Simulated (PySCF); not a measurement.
Start geometry of `P[SiH2][SnH3]` from GFN2-xTB (Å):
```
atom  x, y, z in Å
P1     2.1057    0.6484    0.8387
Si2    0.5642   -0.7356    0.0259
Sn3   -1.7680    0.1375    0.5077
H4     3.1501    0.1327    0.0895
H5     1.8451    1.6584   -0.1093
H6     0.6522   -0.9683   -1.4139
H7     0.7435   -2.0039    0.7257
H8    -2.9432   -0.8571   -0.0455
H9    -2.1540    1.6164   -0.1416
H10   -2.1452    0.3506    2.1307
```

Task: What comes out of this run: PBE0-D3(BJ)/def2-SVP geometry optimisation, gas phase, def2 core potentials past Kr in PySCF?

Result: 
```
atom  x, y, z in Å
P1     2.1561    0.8136    0.8230
Si2    0.6262   -0.6555    0.0150
Sn3   -1.7334    0.1951    0.5729
H4     3.2412    0.2841    0.0583
H5     1.8393    1.8133   -0.1478
H6     0.7491   -0.8881   -1.4588
H7     0.8492   -1.9618    0.7092
H8    -2.9189   -0.8881   -0.0278
H9    -1.9943    1.7355   -0.1361
H10   -1.9335    0.3416    2.2691
```

The energy falls by 0.207 eV over 5 energy and gradient evaluations, the largest force component goes from 0.0183 to 2.6e-04 Eh/bohr, and the atoms move by 0.083 Å rms after alignment. The bond that changes most is Sn3–H8 (ends: tin bonded to Si and 3 H; hydrogen on tin), which lengthens by 0.079 Å. Bonds longer at the end by more than 0.005 Å: 9 of 9; shorter: 0. Among the angles that change most is Si2–Sn3–H9, from 116.5° to 110.3°. Rotational constants go from 8817, 1079, 991.5 to 8216, 1065, 974.4 MHz. The orientation of the end geometry is arbitrary; only internal coordinates are fixed.

The run used 97 basis functions and 33 SCF cycles in all. Time: 29 s; peak memory 0.41 GiB. Hardware: one thread, Arm Neoverse V1 (aarch64), shared host.

Stationary, but not proved a minimum. One conformer, not necessarily the lowest.
